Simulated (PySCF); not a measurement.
**Two-component Hartree-Fock for Os⁴¹⁺ (osmium, charge +41)**

Start: [Ar] 3d10 4s2 4p5; 4p1/2 filled at m_j = -1/2, +1/2; 4p3/2 filled at m_j = -1/2, +1/2, +3/2. Calculated with PySCF 2.14 in an even-tempered Gaussian basis (16 s from 5 bohr⁻², ratio 2.8; 14 p from 6.5 bohr⁻², ratio 2.8; 8 d from 12 bohr⁻², ratio 2.8; 4 f from 31 bohr⁻², ratio 3): generalised Hartree-Fock with the X2C-1e Hamiltonian and a Gaussian nucleus; one run each with spin-orbit coupling (SO) switched off, then screened by Boettger's factors.

```tsv
spinor shell	electrons	ε, spin-free (eV)	ε, screened SO (eV)	weight of nominal j (screened SO)	rms radius, screened SO (bohr)
1s1/2	2	-76207.6	-76181.2	1.000	0.0201
2s1/2	2	-15003.4	-14994.3	1.000	0.0809
2p1/2	2	-13320.9	-14419.4	1.000	0.0686
2p3/2	4	-13320.9	-12879.3	1.000	0.0763
3s1/2	2	-4956.6	-4952.9	1.000	0.204
3p1/2	2	-4450.2	-4700.7	1.000	0.196
3p3/2	4	-4450.2	-4346.1	1.000	0.210
3d3/2	4	-3893.0	-3936.5	1.000	0.184
4s1/2	2	-2265.9	-2264.6	1.000	0.431
4p1/2	2	-2080.0	-2157.6	0.999	0.425
4p3/2	3	-2080.0	-2047.5	1.000	0.448
```

Problem. Where does 3d5/2 lie, and what is the 3d spin-orbit splitting (screened SO)?

Solution. At -3860.0 eV, 76.473 eV above 3d3/2.

```
   quantity     spin-free   screened SO
E (hartree)  -16165.49313  -16189.58056
        M_J           3/2           3/2
       ⟨J²⟩         3.751         3.751
       ⟨L²⟩         2.001         2.080
       ⟨S²⟩         0.750         0.830
```

Each row is a mean over spinors that exchange with the open shell spreads, by up to 12.923 eV (4s1/2).

Breit and QED terms are absent; they matter most for the inner s and p1/2 levels.

Densities and radii are taken from the X2C orbitals without a picture-change correction, which distorts them close to the nucleus.

Without spin-orbit coupling the j labels of p, d and f shells carry no meaning; the spin-free column gives the mean over the occupied spinors of each nl shell.
